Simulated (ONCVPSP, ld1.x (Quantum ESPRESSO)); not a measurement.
## Potentials for beryllium compared

Generated with ld1.x 7.5 (TM, RRKJ, ultrasoft, PAW), atompaw 4.2 or ONCVPSP 4.0.1. The cutoff is in Ry: for ld1.x and atompaw files where the sum of valence levels is converged to 10 mRy in a Bessel basis, for ONCV files where the hardest occupied wave has 1 mHa per electron of residual kinetic energy. The error is the largest all-electron minus pseudo excitation energy over each file’s own four to seven test configurations (ionisations up to +4, promotions, holes and added fractions of an electron), all of which were solved. The labels leave out finer settings (local radius, basis sizes, second energies), which also bear on the numbers. Spin-polarised tests are not counted. The rows are a selection from randomly drawn settings: files with unsolved tests, undetermined cutoffs or missed reference levels are left out.

```csv
potential,cutoff (Ry),largest error (meV),bound ghosts
"ONCV, LDA (Perdew-Wang 92), scalar-relativistic, rc 2.00/1.60 (sp), local smoothed, core correction yes, reference 2s2, qcut 4/5.6, projectors 2/2",11,+11,none
"TM, LDA (PZ), scalar-relativistic, rc 1.35/3.20/2.70 (spd), local smoothed, core correction yes, reference 2s1 2p0",10,+45,none
"TM, PBEsol, non-relativistic, rc 2.20/3.95/3.25 (spd), local s, core correction yes, reference 2s1.5 2p0",8,-97,none
```

(1) Fill in the row for Be: ONCV, PBE, scalar-relativistic, rc 0.70/0.55 (sp), local p, core correction no, reference 1s2 2s2, qcut 18.2/17.6, projectors 2/0.

(2) Fill in the row for Be: ONCV, PBEsol, scalar-relativistic, rc 0.75/0.70 (sp), local smoothed, core correction no, reference 1s2 2s2, qcut 16.6/10.3, projectors 2/2.

(3) Fill in the row for Be: ONCV, PBEsol, scalar-relativistic, rc 0.95/0.95/0.90 (spd), local smoothed, core correction no, reference 1s2 2s2, qcut 14.6/6.9/10.2, projectors 2/1/2.

## Answers

(1) cutoff 231 Ry, largest error +2.6 meV, bound ghosts: none.

(2) cutoff 195 Ry, largest error +3.2 meV, bound ghosts: none.

(3) cutoff 156 Ry, largest error +4.1 meV, bound ghosts: none.
